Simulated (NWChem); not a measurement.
## Correlation energy of AgCl

SMILES: [Cl][Ag]
```xyz
2

Ag     0.0000     0.0000    -0.6112
Cl     0.0000     0.0000     1.6899
```
Charge 0, spin multiplicity 1.

All runs are NWChem calculations. Structure: optimised with PBE0/def2-SVP with def2 effective core potentials on Ag, a minimum by its harmonic frequencies.

Basis set: def2-TZVP. Each correlation energy counts from its own Hartree-Fock reference.

Effective core potentials replace the inner electrons of Ag; spin-orbit coupling is left out. The correlated methods keep 9 core orbitals frozen. The structure started from a generated list of species. Coupled-cluster values serve here as a point of comparison, not as the truth.

| method | correlation energy (mHa) |
|---|---|
| CCSD+T(CCSD) | -498.6 |
| MP2 | ? |
| SCS-MP2 | ? |
| CCSD | ? |
| CR-CCSD(T) | -495.1 |
| CCSD(T) | -498.1 |
| CR-CCSD[T] | ? |

Problem. Fill in the missing entries.

Solution. 
- MP2, correlation energy (mHa): -482.4
- SCS-MP2, correlation energy (mHa): -442.9
- CCSD, correlation energy (mHa): -483.9
- CR-CCSD[T], correlation energy (mHa): -495.5
